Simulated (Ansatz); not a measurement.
# A rate constant, worked out

An elementary step of BNH7OF, closed shell (BH₂F ([BH2][F]) + H₂O + NH₃ → BNH₄ ([BH2][NH2]) + H₂O + HF; B–F, H–N, H–O broken or loosened, B–N, F–H, H–O formed or tightened). The start structure is the complex of the reactants, bound by 1.44 eV, and the electronic barrier above it is 1.261 eV by CCSD(T) at an estimated basis limit (MP2 extrapolated from triple and quadruple zeta, plus CCSD(T) − MP2 in triple zeta). Computed with Ansatz 0.2.0 (basis: def2-TZVPP and def2-QZVPP); correlated methods freeze the cores. Extrapolation: Hartree–Fock as exp(−7.88 √X), correlation as X^−2.97. Harmonic wavenumbers at PBE0-D4/def2-TZVP (Ansatz 0.2.0), in cm⁻¹:

Start: 96, 190, 203, 231, 291, 366, 423, 651, 681, 710, 852, 994, 1001, 1097, 1195, 1238, 1367, 1640, 1648, 1688, 2454, 2499, 3308, 3534, 3604, 3669, 3921.

Saddle: 223i, 71, 280, 384, 404, 451, 516, 627, 754, 763, 891, 972, 989, 1089, 1155, 1203, 1232, 1492, 1621, 1636, 2138, 2555, 2634, 2845, 3567, 3648, 3891.

Problem. Work out the transition-state-theory rate constant at 300 K from these numbers alone (harmonic vibrations; rotation, path degeneracy and anharmonicity left out), and the Wigner tunnelling factor. Use 1 cm⁻¹ = 1.2398 × 10⁻⁴ eV and k_B = 8.617 × 10⁻⁵ eV/K.

Solution. Zero-point energies, half the sums: start 39551/2 cm⁻¹ = 2.4518 eV; saddle, real modes only, 37808/2 cm⁻¹ = 2.3438 eV.
Barrier with zero-point energy: 1.261 + 2.3438 − 2.4518 = 1.1530 eV.
k_BT = 0.02585 eV, so the barrier is 44.60 k_BT.
Vibrational partition functions from the zero-point level, ln q = −Σ ln(1 − exp(−hν/k_BT)): start 3.167, saddle 2.237.
k = (k_BT/h) exp(ln q‡ − ln q) exp(−E0/k_BT), with log₁₀(k_BT/h in s⁻¹) = 12.80: log₁₀ k = 12.80 + (-0.930 − 44.60)/2.3026 = -6.97, so k ≈ 1 × 10^(-7) s⁻¹.
Wigner factor: 1 + (hν‡/k_BT)²/24 = 1 + (1.07)²/24 = 1.05. A change of 1 kcal/mol (0.043 eV) in the barrier would change k by a factor of 5.4 at this temperature.

No T1 diagnostic of these runs exceeds 0.012.

The step is the kind of exchange with an N–H group that builds nitride films in atomic layer and chemical vapour deposition.

Labels in which every atom is bracketed show which atoms are joined, not bond orders.

For scale, one of the runs: CCSD(T)/def2-TZVPP, 222 basis functions, launched by `ansatz run in.yaml --threads 4 --pin off --events-out ev --progress --plain --max-ram 9574MiB`. The run took 27 s on 4 CPU threads of an AMD EPYC 9R45 (shared host), with 3.8 GiB of host memory at its peak.
